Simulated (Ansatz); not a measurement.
`CC[Se]BF` and `CC[Se]C=N` differ in one atom or group.

Ansatz, PBE0-D4/def2-TZVP geometries, multiplicity 1. Each molecule was computed in one conformer, which needn't be the lowest.

Scalar relativity is left out up to krypton.

```csv
property,`CC[Se]BF`
size of the dipole moment (ωB97M-V/def2-TZVPP) / D,1.34
LUMO energy (PBE/def2-TZVPP) / eV,-1.52
HOMO energy (ωB97M-V/def2-TZVPP) / eV,-9.36
HOMO–LUMO gap (B3LYP/def2-TZVPP) / eV,6.18
HOMO energy (PBE0/def2-TZVPP) / eV,-7.23
LUMO energy (ωB97M-V/def2-TZVPP) / eV,1.33
```

Give the same properties after the change, and the shifts. (An estimate is asked.)

The calculation gave: 
```csv
property,`CC[Se]C=N`,shift
size of the dipole moment (ωB97M-V/def2-TZVPP) / D,2.64,1.30
LUMO energy (PBE/def2-TZVPP) / eV,-1.34,0.18
HOMO energy (ωB97M-V/def2-TZVPP) / eV,-8.77,0.59
HOMO–LUMO gap (B3LYP/def2-TZVPP) / eV,5.88,-0.30
HOMO energy (PBE0/def2-TZVPP) / eV,-6.65,0.58
LUMO energy (ωB97M-V/def2-TZVPP) / eV,1.74,0.41
```

With PBE0 the HOMO rises by 0.58 eV and the LUMO rises by 0.28 eV, so the gap narrows by about 0.30 eV. PBE moves the HOMO by 0.57 eV and ωB97M-V by 0.59 eV. Dipoles are sizes alone; their direction can turn.

B3LYP here is the variant with VWN-RPA as its local correlation; programs differ in this.

Spin–orbit coupling is left out; it splits and shifts lone-pair levels of the heavy atoms by tenths of an eV.
